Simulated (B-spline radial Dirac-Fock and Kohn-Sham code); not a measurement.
# X-ray scattering factor of Pd⁴⁴⁺

System: Pd⁴⁴⁺, configuration 1s2.

Input file task.json (cfg lists n, l and occupation; rrms is the nuclear radius in fm):

```json
{"items": [{
  "Z": 46,
  "q": 44,
  "cfg": [[1, 0, 2]],
  "A": 106,
  "rrms": 4.5318,
  "do": ["scatter"],
  "s": [0.0, 0.05, 0.1, 0.15, 0.2, 0.25, 0.3, 0.35, 0.4, 0.45, 0.5, 0.6, 0.7, 0.8, 0.9, 1.0, 1.1, 1.2, 1.4, 1.6, 1.8, 2.0, 2.5, 3.0, 3.5, 4.0, 5.0, 6.0],
  "pz": [0, 0.1, 0.2, 0.3, 0.4, 0.5, 0.6, 0.8, 1.0, 1.2, 1.4, 1.6, 1.8, 2.0, 2.5, 3.0, 4.0, 5.0, 7.0, 10.0, 15.0, 20.0, 30.0, 40.0, 60.0, 100.0],
  "hv_scatter": [1000, 5000, 17479.3, 30000, 50000, 100000, 200000, 500000]
}]}
```

Run with: `python xray_run.py task.json out`

Model: configuration-average Dirac-Fock orbitals. Program: a radial atomic solver. f₀ is the Fourier transform of the spherical electron density, S the Waller-Hartree incoherent function, and s = sin θ/λ.

| s (Å⁻¹) | f₀ | S |
| --- | --- | --- |
| 0 | 2.000 | 0.000 |
| 0.05 | 2.000 | 0.000 |
| 0.1 | 2.000 | 0.000 |
| 0.15 | 2.000 | 0.001 |
| 0.2 | 1.999 | 0.002 |
| 0.25 | 1.999 | 0.002 |
| 0.3 | 1.998 | 0.004 |
| 0.35 | 1.998 | 0.005 |
| 0.4 | 1.997 | 0.006 |
| 0.45 | 1.996 | 0.008 |
| 0.5 | 1.995 | 0.010 |
| 0.6 | 1.993 | 0.014 |
| 0.7 | 1.990 | 0.019 |
| 0.8 | 1.987 | 0.025 |
| 0.9 | 1.984 | 0.032 |
| 1 | 1.980 | 0.039 |
| 1.1 | 1.976 | 0.047 |
| 1.2 | 1.972 | 0.056 |
| 1.4 | 1.962 | 0.076 |
| 1.6 | 1.950 | 0.099 |
| 1.8 | 1.937 | 0.124 |
| 2 | 1.923 | 0.151 |
| 2.5 | 1.882 | 0.230 |
| 3 | 1.833 | 0.320 |
| 3.5 | 1.778 | 0.420 |
| 4 | 1.717 | 0.526 |
| 5 | 1.584 | 0.745 |
| 6 | 1.442 | 0.960 |

f₀ starts at the number of electrons, 2. The sum of ⟨r²⟩ over the electrons is 0.002696 bohr².

Values without a named source are computed, but for edge energies of neutral atoms, which are taken from tables.
